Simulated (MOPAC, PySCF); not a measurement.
Scan of H3Si (cation, charge +1), singlet: umbrella (inversion) coordinate, bond length relaxed. Scanned: angle between the Si-H bonds and the threefold axis (90 = planar). Other coordinates (Si-H bond length) were minimised at B3LYP/def2-TZVP. Each profile is relative to its own lowest point.

| a / ° | A | B | C |
|---|---|---|---|
| 90 | 0.0 | 0.0 | 0.0 |
| 93.90 | 3.1 | 2.2 | 4.2 |
| 96.90 | 9.8 | 6.9 | 13.4 |
| 99.90 | 20.2 | 14.3 | 27.6 |
| 102.90 | 34.4 | 24.6 | 47.0 |
| 105.90 | 52.5 | 38.0 | 71.8 |
| 108.90 | 74.7 | 54.6 | 102.1 |
| 111.90 | 101.0 | 74.7 | 138.1 |
| 114.90 | 131.7 | 98.7 | 180.2 |
| 117.90 | 166.9 | 126.8 | 228.8 |
| 120.90 | 207.0 | 159.4 | 284.4 |
| 123.90 | 252.4 | 196.8 | 347.6 |
| 126.90 | 303.4 | 239.3 | 419.2 |
| 129.90 | 360.7 | 287.0 | 500.2 |
| 132 | 404.8 | 323.5 | 563.2 |

Energies in kJ/mol.

### Question
Match the curves with the methods PM6, restricted, heats of formation (MOPAC); PySCF 2.14.0 with restricted Hartree-Fock/STO-3G; restricted LDA (SVWN5)/6-31G*, spherical d in PySCF 2.14.0.

### Answer
A is RKS-LDA (SVWN5)/6-31G*; B is PM6; C is RHF/STO-3G.
